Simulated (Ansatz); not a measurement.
Mulliken charges of CH2BrFO2Si, SMILES `O=CO[SiH](F)Br` from r2SCAN/def2-TZVPP in Ansatz (PBE0-D4/def2-TZVP geometry).

| atom | x (Å) | y (Å) | z (Å) | charge (e) |
| --- | --- | --- | --- | --- |
| O1 | -0.067 | -1.389 | 1.332 | -0.301 |
| C2 | 0.910 | -0.951 | 0.804 | 0.297 |
| O3 | 0.893 | -0.018 | -0.158 | -0.313 |
| Si4 | -0.550 | 0.604 | -0.717 | 0.730 |
| F5 | -0.104 | 1.472 | -1.959 | -0.285 |
| Br6 | -1.456 | 1.924 | 0.768 | -0.162 |
| H7 | 1.940 | -1.255 | 1.034 | 0.082 |
| H8 | -1.474 | -0.444 | -1.160 | -0.048 |

Question: By hand: the dipole of these point charges (1 e Å = 4.8032 D).

Answer: Σ q r = (0.105, -0.231, -0.062) e Å, of length 0.261 e Å = 1.25 D.

Question: How does the dipole of the full density compare? (An estimate is asked.)

Answer: The calculation gave: (0.210, -0.084, -0.078) e Å, 1.15 D; the point charges give 1.09 times that, at 42° from its direction.

Point charges leave out the atoms' own dipoles, such as those of lone pairs, and Mulliken's split depends on the basis, so the two needn't agree.
